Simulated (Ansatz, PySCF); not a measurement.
CaF2, SMILES [F][Ca][F]. Atoms are numbered in the order given.

```xyz
3

Ca     0.0000     0.0000     0.1920
F      0.0000    -1.9004    -0.4158
F      0.0000     1.9004    -0.4158
```
Charge 0, spin multiplicity 1.

Geometry: PBE0-D3(BJ)/def2-TZVP. The isomer is the one that the SMILES or the coordinates give; other isomers of the formula were not compared.

Two levels are set side by side: PBE-D3(BJ)/def2-TZVP (Ansatz, a program for electronic structure) and PBE0-D3(BJ)/def2-TZVP (Ansatz). Each level has its own optimised geometry; the coordinates shown are those of the second. Frequencies come from the Hessian of PySCF at each geometry. Differences are taken from unrounded values.

```
quantity                            PBE0-D3(BJ)
----------------------------------  -----------
mean bond length (Å)                      1.995
bond Ca1–F2 (Å)                           1.995
bond Ca1–F3 (Å)                           1.995
highest harmonic wavenumber (cm⁻¹)          600
mean harmonic wavenumber (cm⁻¹)             399
zero-point energy (kcal/mol)               1.71
```

**Question.** What does PBE-D3(BJ) give, and how far is it from PBE0-D3(BJ)? (An estimate is asked for; the answer gives what the named calculation found.)

**Answer.** 
```csv
quantity,PBE-D3(BJ),PBE-D3(BJ) minus PBE0-D3(BJ)
mean bond length (Å),1.999,0.004
bond Ca1–F2 (Å),1.999,0.004
bond Ca1–F3 (Å),1.999,0.004
highest harmonic wavenumber (cm⁻¹),584,-16
mean harmonic wavenumber (cm⁻¹),396,-3
zero-point energy (kcal/mol),1.70,-0.01
```
